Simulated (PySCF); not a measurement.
Si(OH)4 (H4O4Si), SMILES O[Si](O)(O)O. Coordinates come from a B3LYP-D3(BJ)/def2-SVP optimisation. The isomer is the one that the SMILES or the coordinates give; other isomers of the formula were not compared. The values are those of a single conformer.

Computed equilibrium geometry at B3LYP-D3(BJ)/def2-SVP (PySCF confirms it by a frequency run) as a Z-matrix, and its point group (one conformer of several):
point group S4.
```
Si
O 1 1.6521
H 2 0.9644 1 115.43
O 1 1.6521 2 106.28 3 33.66
H 4 0.9644 1 115.43 2 -157.87
O 1 1.6521 2 106.28 3 157.87
H 6 0.9644 1 115.43 2 -33.66
O 1 1.6521 2 116.06 3 -84.23
H 8 0.9644 1 115.43 2 -84.23
```
